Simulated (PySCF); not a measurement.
## Where the electron goes

C4H7F3Si.
Z-matrix (Å and degrees, PBE0-D3(BJ)/def2-SVP geometry), rows numbered from 1:
```
F 
C   1  1.3426
F   2  1.3422  1  106.25
F   2  1.3344  1  107.35  3  -114.47
C   2  1.4959  1  112.52  3   123.30
C   5  1.3384  2  123.94  1   -54.62
C   6  1.4869  5  127.41  2     2.83
Si  7  1.9014  6  111.49  5   101.20
H   5  1.0917  2  115.00  1   126.40
H   6  1.0964  5  116.59  2  -179.79
H   7  1.0999  6  112.40  5   -20.31
H   7  1.1027  6  110.27  5  -140.45
H   8  1.4943  7  109.25  6   177.84
H   8  1.4905  7  110.34  6   -61.23
H   8  1.4954  7  109.35  6    58.79
```

Level of theory: TDDFT CAM-B3LYP/def2-SVPD, vertical, gas phase, core orbitals frozen in the response in PySCF 2.14.0, density-fitted response routines.

Kohn–Sham orbitals with the atoms that hold most of them (Löwdin shares over 4%, at most four atoms; ? is withheld):

| orbital | ε (eV) | atoms |
| --- | --- | --- |
| LUMO+2 | 1.52 | Si8 46%, H15 13%, H14 12%, H13 8% |
| LUMO+1 | 1.04 | Si8 28%, C6 10%, C7 9%, H12 9% |
| LUMO | 0.22 | ? |
| HOMO | ? | C5 34%, C6 25%, C7 14%, Si8 9% |
| HOMO-1 | -11.10 | ? |
| HOMO-2 | -11.16 | Si8 37%, H13 27%, H15 12%, H14 8% |
| HOMO-3 | -11.68 | C7 26%, C6 18%, Si8 15%, C5 12% |

Give the leading atoms of the LUMO.

C6 (bonded to 2 C and H) 29%; C5 (bonded to 2 C and H) 27%; Si8 (bonded to C and 3 H) 8%; C7 (bonded to C, Si and 2 H) 8%. By element: carbon 64% or more, silicon 8%.

Which atoms hold the HOMO-1, and with what shares?

Si8 (bonded to C and 3 H) 37%; H14 (bonded to Si) 24%; H15 (bonded to Si) 21%; C7 (bonded to C, Si and 2 H) 8%. By element: hydrogen 45% or more, silicon 37%, carbon 8% or more.

What is the HOMO energy, and the HOMO–LUMO gap?

ε(HOMO) = -9.20 eV; the gap is 9.41 eV (0.3459 hartree).

The HOMO–LUMO gap is 9.41 eV. Where does the response calculation put the lowest singlet, and from which orbitals?

S1 is at 6.61 eV (f = 0.455), 2.80 eV below the gap, made of HOMO→LUMO (96%). Without the coupling terms of the response equations the lowest excitation would equal the gap.

One configuration dominates each of S1 and S2. Which, and how do the shares of the two leading atoms of either orbital change from the occupied to the empty one?

- S1 (6.61 eV, f 0.455), HOMO→LUMO (96%): C5 34% → 27%, C6 25% → 29%
- S2 (7.25 eV, f 0.0009), HOMO→LUMO+1 (82%): C5 34% → at most 9%, C6 25% → 10%, Si8 9% → 28%

On one thread, Arm Neoverse N1 (aarch64), on a shared host, this took 3.2 min of wall time (grids of density and orbitals included) and 1.1 GiB of memory at its peak.

One conformer stands for the species.
